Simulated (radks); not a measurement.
Sm IV, configuration [Kr] 4d10 4f5 5s2 5p5.75 5f0.25 (fractional occupations, a model configuration).

All-electron calculation, Dirac Kohn-Sham, LDA (Slater exchange, Perdew-Zunger correlation), spin-unpolarised, spherical densities, point nucleus; open shells are shared between the two j in proportion to 2j + 1. Program: a radial shooting solver on a logarithmic mesh with Libxc functionals.

Energy parts (eV):
| part | energy |
|---|---|
| total | -283688.92 |
| kinetic | 307573.14 |
| electron-nucleus | -693418.29 |
| Hartree | 108359.64 |
| exchange-correlation | -6203.42 |

Orbitals (lengths in bohr, moments of r in powers of bohr):
orbital,occ.,eigenvalue (eV),<r^2>
1s1/2,2,-46621.87,0.0007057
2s1/2,2,-7644.155,0.01106
2p1/2,2,-7249.882,0.008055
2p3/2,4,-6647.782,0.009297
3s1/2,2,-1701.138,0.07435
3p1/2,2,-1531.172,0.06946
3p3/2,4,-1409.327,0.07669
3d3/2,4,-1113.564,0.06165
3d5/2,6,-1087.079,0.06368
4s1/2,2,-364.4860,0.3782
4p1/2,2,-299.2908,0.3995
4p3/2,4,-272.2610,0.4393
4d3/2,4,-164.7256,0.5087
4d5/2,6,-159.8751,0.5244
5s1/2,2,-73.0649,2.111
5p1/2,1.91667,-54.7012,2.605
5p3/2,3.83333,-50.6584,2.885
4f5/2,2.14286,-35.0415,1.025
4f7/2,2.85714,-34.4336,1.048
5f5/2,0.107143,-10.3115,24.29
5f7/2,0.142857,-10.2915,24.44

The highest occupied level is 5f7/2 at -10.291 eV. The density falls to 0.001 e/bohr^3 at r = 3.42 bohr.
